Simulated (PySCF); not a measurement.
# Ga⁺ (gallium, charge +1) across methods

[Ar] 3d10 4s1 4d1, high-spin 3D determinant (an excited configuration). Computed with PySCF 2.14 in aug-cc-pwCVDZ-PP with ECP10MDF (6s5p4d1f, 48 functions), with scalar relativity through the core potential.

```json
{"method": "UHF", "E (hartree)": "-257.62350", "mean ε 3d β (eV)": "-45.665", "mean ε 4s α (eV)": "-23.831", "mean ε 4d α (eV)": "-6.120", "Σ⟨r²⟩ (bohr²)": "44.66", "⟨S²⟩": "2.000"}
{"method": "LDA", "E (hartree)": "-258.2793", "mean ε 3d β (eV)": "-33.290", "mean ε 4s α (eV)": "-20.911", "mean ε 4d α (eV)": "-4.968", "Σ⟨r²⟩ (bohr²)": "42.47", "⟨S²⟩": "2.000"}
{"method": "r2SCAN", "E (hartree)": "-258.6039", "mean ε 3d β (eV)": "-33.336", "mean ε 4s α (eV)": "-20.779", "mean ε 4d α (eV)": "-5.016", "Σ⟨r²⟩ (bohr²)": "42.63", "⟨S²⟩": "2.001"}
{"method": "PBE", "E (hartree)": "-258.7283", "mean ε 3d β (eV)": "-33.030", "mean ε 4s α (eV)": "-20.494", "mean ε 4d α (eV)": "-5.094", "Σ⟨r²⟩ (bohr²)": "42.70", "⟨S²⟩": "2.000"}
{"method": "PW91", "E (hartree)": "-258.8277", "mean ε 3d β (eV)": "-33.125", "mean ε 4s α (eV)": "-20.615", "mean ε 4d α (eV)": "-5.106", "Σ⟨r²⟩ (bohr²)": "42.53", "⟨S²⟩": "2.000"}
{"method": "revPBE", "E (hartree)": "-258.7923", "mean ε 3d β (eV)": "-32.957", "mean ε 4s α (eV)": "-20.370", "mean ε 4d α (eV)": "-5.139", "Σ⟨r²⟩ (bohr²)": "42.81", "⟨S²⟩": "2.000"}
{"method": "PBE0", "E (hartree)": "-258.6872", "mean ε 3d β (eV)": "-36.468", "mean ε 4s α (eV)": "-21.474", "mean ε 4d α (eV)": "-5.431", "Σ⟨r²⟩ (bohr²)": "43.11", "⟨S²⟩": "2.000"}
{"method": "r2SCAN0", "E (hartree)": "-258.5912", "mean ε 3d β (eV)": "-36.698", "mean ε 4s α (eV)": "-21.726", "mean ε 4d α (eV)": "-5.336", "Σ⟨r²⟩ (bohr²)": "42.97", "⟨S²⟩": "2.001"}
```

Task: Estimate the same row for wB97X.

Result: E (hartree) = -258.7322; mean ε 3d β (eV) = -38.858; mean ε 4s α (eV) = -23.624; mean ε 4d α (eV) = -6.384; Σ⟨r²⟩ (bohr²) = 43.45; ⟨S²⟩ = 2.000.

Energies and moments cover only the electrons outside the core potential. The outer electron is Rydberg-like, and this basis confines it to a smaller radius and binds it less than a complete one would.
